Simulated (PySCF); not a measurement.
PySCF input (M06-2X/def2-TZVPD):

```python
from pyscf import gto, scf, dft

mol = gto.M(
    atom='''
    K    -0.00000000   -0.00000000   -1.27568738
    Cl    0.00000000    0.00000000    1.42576825
    ''',
    basis='def2-tzvpd',
    charge=1,
    spin=1,
    symmetry='C2v',
    verbose=4,
)

mf = dft.UKS(mol, xc='m062x').density_fit(auxbasis='def2-universal-jkfit')
mf.grids.level = 4
mf.conv_tol = 1e-9
mf.max_cycle = 100
mf.max_memory = 1500
mf.kernel()
if not mf.converged:
    mf = mf.newton()
    mf.kernel(mf.make_rdm1())
mf.analyze()
```

Output:

```
PySCF version 2.14.0

[INPUT] verbose = 4
[INPUT] num. atoms = 2
[INPUT] num. electrons = 35
[INPUT] charge = 1
[INPUT] spin (= nelec alpha-beta = 2S) = 1
[INPUT] symmetry C2v subgroup None
[INPUT] Mole.unit = angstrom
[INPUT] Symbol           X                Y                Z      unit          X                Y                Z       unit  Magmom
[INPUT]  1 K      0.000000000000   0.000000000000  -1.275687380000 AA    0.000000000000   0.000000000000  -2.410699768764 Bohr   0.0
[INPUT]  2 Cl     0.000000000000   0.000000000000   1.425768250000 AA    0.000000000000   0.000000000000   2.694311509600 Bohr   0.0

nuclear repulsion = 63.2711628608759
point group symmetry = Coov, use subgroup C2v
symmetry origin: [0.00000000e+00 0.00000000e+00 1.57477192e-09]
symmetry axis x: [1. 0. 0.]
symmetry axis y: [0. 1. 0.]
symmetry axis z: [0. 0. 1.]
num. orbitals of irrep A1 = 37
num. orbitals of irrep A2 = 7
num. orbitals of irrep B1 = 19
num. orbitals of irrep B2 = 19
number of shells = 30
number of NR pGTOs = 140
number of NR cGTOs = 82
basis = def2-tzvpd
ecp = {}

******** <class 'pyscf.df.df_jk.DFSymAdaptedUKS'> ********
method = DFSymAdaptedUKS
initial guess = minao
damping factor = 0
level_shift factor = 0
DIIS = <class 'pyscf.scf.diis.CDIIS'>
diis_start_cycle = 1
diis_space = 8
diis_damp = 0
SCF conv_tol = 1e-09
SCF conv_tol_grad = None
SCF max_cycles = 100
direct_scf = False
number electrons alpha = 18  beta = 17
XC library pyscf.dft.libxc version 7.1.2
    S. Lehtola, C. Steigemann, M. J. T. Oliveira, and M. A. L. Marques,  SoftwareX 7, 1–5 (2018)
XC functionals = m062x
    Y. Zhao and D. G. Truhlar,  Theor. Chem. Acc. 120, 215 (2008)
    Y. Zhao and D. G. Truhlar,  Theor. Chem. Acc. 120, 215 (2008)
radial grids:
    Treutler-Ahlrichs [JCP 102, 346 (1995); DOI:10.1063/1.469408] (M4) radial grids

becke partition: Becke, JCP 88, 2547 (1988); DOI:10.1063/1.454033
pruning grids: <function nwchem_prune>
grids dens level: 4
symmetrized grids: C2v
atomic radii adjust function: <function treutler_atomic_radii_adjust>
small_rho_cutoff = 0
Freeze 0 electrons in irreps []
    35 free electrons in irreps A1 A2 B1 B2
Set gradient conv threshold to 3.16228e-05
[...]
beta  HOMO (B1) = -0.591552065523421  LUMO (B2) = -0.375973824213101
  HOMO = -0.591552065523  LUMO = -0.375973824213  gap/eV = 5.86618
Extra cycle  E= -1059.87251746424  delta_E= -1e-11  |g|= 1.63e-06  |ddm|= 5.04e-06
converged SCF energy = -1059.87251746424  <S^2> = 0.75282789  2S+1 = 2.0028259
**** SCF Summaries ****
Total Energy =                       -1059.872517464235898
Nuclear Repulsion Energy =              63.271162860875876
One-electron Energy =                -1578.587571709301528
Two-electron Energy =                  455.443891384189897
Two-electron Coulomb Energy =          516.991169215792297
DFT Exchange-Correlation Energy =      -61.547277831602422
HOMO-LUMO gap [eV] =                     5.866182741807828
Wave-function symmetry = B2
alpha occupancy for each irrep:     A1   A2   B1   B2
                                    10    0    4    4
beta  occupancy for each irrep:     A1   A2   B1   B2
                                    10    0    4    3
**** MO energy ****
alpha MO #1 (A1 #1), energy= -131.280429187414 occ= 1
alpha MO #2 (A1 #2), energy= -102.886058189191 occ= 1
alpha MO #3 (A1 #3), energy= -13.8120745044634 occ= 1
alpha MO #4 (B2 #1), energy= -11.1243578269406 occ= 1
alpha MO #5 (B1 #1), energy= -11.1242619622487 occ= 1
alpha MO #6 (A1 #4), energy= -11.1240201431199 occ= 1
alpha MO #7 (A1 #5), energy= -10.0424972603977 occ= 1
alpha MO #8 (B2 #2), energy= -7.77913675733587 occ= 1
alpha MO #9 (A1 #6), energy= -7.75805582648749 occ= 1
alpha MO #10 (B1 #2), energy= -7.75782601462727 occ= 1
alpha MO #11 (A1 #7), energy= -1.71054518345757 occ= 1
alpha MO #12 (A1 #8), energy= -1.14233808021283 occ= 1
alpha MO #13 (B2 #3), energy= -1.0370176501136 occ= 1
alpha MO #14 (B1 #3), energy= -1.03632990624803 occ= 1
alpha MO #15 (A1 #9), energy= -1.03408831555546 occ= 1
alpha MO #16 (B2 #4), energy= -0.659662214460971 occ= 1
alpha MO #17 (A1 #10), energy= -0.619620706087584 occ= 1
alpha MO #18 (B1 #4), energy= -0.612337734154956 occ= 1
alpha MO #19 (A1 #11), energy= -0.183795508825419 occ= 0
alpha MO #20 (B2 #5), energy= -0.127199850516014 occ= 0
alpha MO #21 (B1 #5), energy= -0.125686971655897 occ= 0
alpha MO #22 (A1 #12), energy= -0.119190197165857 occ= 0
alpha MO #23 (A1 #13), energy= -0.0756507146472281 occ= 0
alpha MO #24 (A2 #1), energy= -0.0756151626991573 occ= 0
alpha MO #25 (A1 #14), energy= -0.0749624813654165 occ= 0
alpha MO #26 (B2 #6), energy= -0.0705230489061091 occ= 0
alpha MO #27 (B1 #6), energy= -0.0676121532314991 occ= 0
alpha MO #28 (A1 #15), energy= -0.059109626413475 occ= 0
alpha MO #29 (B2 #7), energy= -0.0506992322006372 occ= 0
alpha MO #30 (B1 #7), energy= -0.0478398926216723 occ= 0
alpha MO #31 (B2 #8), energy= -0.0303616228550609 occ= 0
alpha MO #32 (A1 #16), energy= -0.0292008192919653 occ= 0
alpha MO #33 (B1 #8), energy= -0.0281147659673024 occ= 0
alpha MO #34 (A1 #17), energy= 0.000881560543273707 occ= 0
alpha MO #35 (A1 #18), energy= 0.0510058697860195 occ= 0
alpha MO #36 (A2 #2), energy= 0.0521339286206704 occ= 0
alpha MO #37 (A1 #19), energy= 0.0740589899783879 occ= 0
alpha MO #38 (B2 #9), energy= 0.0887083062825536 occ= 0
alpha MO #39 (B1 #9), energy= 0.0959022642636693 occ= 0
alpha MO #40 (A1 #20), energy= 0.110928751840876 occ= 0
alpha MO #41 (A1 #21), energy= 0.116078036477891 occ= 0
alpha MO #42 (A2 #3), energy= 0.116109567512216 occ= 0
alpha MO #43 (B2 #10), energy= 0.151543029428796 occ= 0
alpha MO #44 (B1 #10), energy= 0.156053132617345 occ= 0
alpha MO #45 (A1 #22), energy= 0.165704805098137 occ= 0
alpha MO #46 (B2 #11), energy= 0.328970735162804 occ= 0
alpha MO #47 (B1 #11), energy= 0.341799727208539 occ= 0
alpha MO #48 (A1 #23), energy= 0.371974644400044 occ= 0
alpha MO #49 (A1 #24), energy= 0.42957354814931 occ= 0
alpha MO #50 (A2 #4), energy= 0.43446956761674 occ= 0
alpha MO #51 (A1 #25), energy= 0.458208668252386 occ= 0
alpha MO #52 (B2 #12), energy= 0.476129536257297 occ= 0
alpha MO #53 (B1 #12), energy= 0.492522417724368 occ= 0
alpha MO #54 (B2 #13), energy= 0.522449739525396 occ= 0
alpha MO #55 (B1 #13), energy= 0.524042227770739 occ= 0
alpha MO #56 (A1 #26), energy= 0.668977901918201 occ= 0
alpha MO #57 (A1 #27), energy= 0.81273477153346 occ= 0
alpha MO #58 (A1 #28), energy= 0.936805042439318 occ= 0
alpha MO #59 (A2 #5), energy= 1.00061796708549 occ= 0
alpha MO #60 (A1 #29), energy= 1.00063293732022 occ= 0
alpha MO #61 (B2 #14), energy= 1.02028043334664 occ= 0
alpha MO #62 (B1 #14), energy= 1.02156039479323 occ= 0
alpha MO #63 (A1 #30), energy= 1.09140872243157 occ= 0
alpha MO #64 (A1 #31), energy= 1.71213929960495 occ= 0
alpha MO #65 (A2 #6), energy= 1.71497197620509 occ= 0
alpha MO #66 (B2 #15), energy= 1.75617130009566 occ= 0
alpha MO #67 (B1 #15), energy= 1.78704314485279 occ= 0
alpha MO #68 (A1 #32), energy= 1.80637515111415 occ= 0
alpha MO #69 (B2 #16), energy= 1.86537711729987 occ= 0
alpha MO #70 (B1 #16), energy= 1.86875830472101 occ= 0
alpha MO #71 (A1 #33), energy= 1.8787288605365 occ= 0
alpha MO #72 (A2 #7), energy= 1.88086872551516 occ= 0
alpha MO #73 (B2 #17), energy= 1.89896448624197 occ= 0
alpha MO #74 (B1 #17), energy= 1.93053377943173 occ= 0
alpha MO #75 (A1 #34), energy= 2.00405875251598 occ= 0
alpha MO #76 (B2 #18), energy= 2.05086347954376 occ= 0
alpha MO #77 (B1 #18), energy= 2.09242007548726 occ= 0
alpha MO #78 (A1 #35), energy= 2.21146517875943 occ= 0
alpha MO #79 (B2 #19), energy= 10.5587061850103 occ= 0
alpha MO #80 (B1 #19), energy= 10.6032579782413 occ= 0
alpha MO #81 (A1 #36), energy= 10.6914941218149 occ= 0
alpha MO #82 (A1 #37), energy= 24.6764032708446 occ= 0
beta  MO #1 (A1 #1), energy= -131.280433042116 occ= 1
beta  MO #2 (A1 #2), energy= -102.874550296455 occ= 1
beta  MO #3 (A1 #3), energy= -13.812085687312 occ= 1
beta  MO #4 (B2 #1), energy= -11.1243078475133 occ= 1
beta  MO #5 (B1 #1), energy= -11.1242710814059 occ= 1
beta  MO #6 (A1 #4), energy= -11.1240567870914 occ= 1
beta  MO #7 (A1 #5), energy= -10.0395007136462 occ= 1
beta  MO #8 (A1 #6), energy= -7.75457054377799 occ= 1
beta  MO #9 (B1 #2), energy= -7.75425675478778 occ= 1
beta  MO #10 (B2 #2), energy= -7.7493876509446 occ= 1
beta  MO #11 (A1 #7), energy= -1.71054665500038 occ= 1
beta  MO #12 (A1 #8), energy= -1.0829755329999 occ= 1
beta  MO #13 (B2 #3), energy= -1.03684454378499 occ= 1
beta  MO #14 (B1 #3), energy= -1.03634770565151 occ= 1
beta  MO #15 (A1 #9), energy= -1.02707051357773 occ= 1
beta  MO #16 (A1 #10), energy= -0.598862016554758 occ= 1
beta  MO #17 (B1 #4), energy= -0.591552065523421 occ= 1
beta  MO #18 (B2 #4), energy= -0.375973824213101 occ= 0
beta  MO #19 (A1 #11), energy= -0.186228796180913 occ= 0
beta  MO #20 (B2 #5), energy= -0.128287641417096 occ= 0
[...]
```

This state (charge 1, doublet) is run at the relaxed geometry of the species with charge 0 and multiplicity 1.
